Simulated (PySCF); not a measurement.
## Nuclear quadrupole coupling in `CC#C/C=N/[SiH3]`

Species: C₄H₇NSi.
Geometry (GFN2-xTB, Å), atoms numbered from 1 in this order:
```xyz
13
C4H7NSi angstrom
C     -3.302    0.544   -0.445
C     -1.924    0.120   -0.404
C     -0.774   -0.240   -0.377
C      0.575   -0.655   -0.347
N      1.503    0.124   -0.007
Si     3.202   -0.042    0.141
H     -3.480    1.113   -1.357
H     -3.520    1.179    0.413
H     -3.965   -0.321   -0.433
H      0.730   -1.703   -0.645
H      3.728    0.967   -0.776
H      3.453    0.273    1.545
H      3.770   -1.358   -0.188
```

Field gradients from the PBE0/pcSseg-1 density (PySCF, non-relativistic), principal values in atomic units, ordered |Vxx| ≤ |Vyy| ≤ |Vzz|:

```tsv
atom	Vxx	Vyy	Vzz
N5	0.1941	0.8396	-1.0337
```

Find the asymmetry η = (Vxx − Vyy)/Vzz and the couplings χ = eQV/h (234.96 MHz × Q in barn × V in au), with Q(14N) = 0.02044 b.

```tsv
atom	environment	nucleus	η	χzz (MHz)	χxx (MHz)	χyy (MHz)
N5	C=N nitrogen	14N	0.62	-4.965	0.932	4.032
```

The tensor is traceless: Vxx + Vyy + Vzz = 0.

What is Vzz at N5 in SI units (1 au = 9.71736 × 10²¹ V/m²)?

-1.0337 au = -10.045 × 10²¹ V/m².

And the gradient at the other heavy atoms, for which no coupling is worked out here?

```csv
atom,environment,Vzz (au),η
C1,propargylic carbon,0.133,0.07
C2,alkyne carbon,-0.308,0.60
C3,alkyne carbon,-0.255,0.10
C4,C=N carbon,0.368,0.28
Si6,SiH3 silicon,0.305,0.36
```

Were the hydrogens deuterons (Q(2H) = 0.00286 b), χzz would run from 104 kHz (H13) to 207 kHz (H9, H7 and H8).

Isolated species at its GFN2-xTB geometry, gas phase. GFN2-xTB bond lengths can be off by several hundredths of an ångström, more for odd bonds, and the gradients follow them. These gradients aren't converged with respect to the basis.
